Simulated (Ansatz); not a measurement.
The molecule FeCl, multiplicity 6 (the spin of the measured ground state). No spin–orbit coupling. Fe is treated without relativity.

D_e counts from the fitted minimum to each atom's lowest state at the same level, without counterpoise.

Correlated levels freeze the inner cores; with def2 sets outer-core shells near the valence are correlated too.

Programs: Ansatz (Gaussian orbitals). Each number belongs to the level named beside it.

Question: Give the bond energy D_e at the level CCSD(T)/def2-TZVPP.

Answer: 78.5 kcal/mol

Question: Predict the bond energy D_e from PBE0/def2-TZVPP.

Answer: 88.0 kcal/mol

Question: What bond energy D_e does BHLYP/def2-TZVPP give?

Answer: 75.8 kcal/mol

Ansatz is a program for electronic structure.
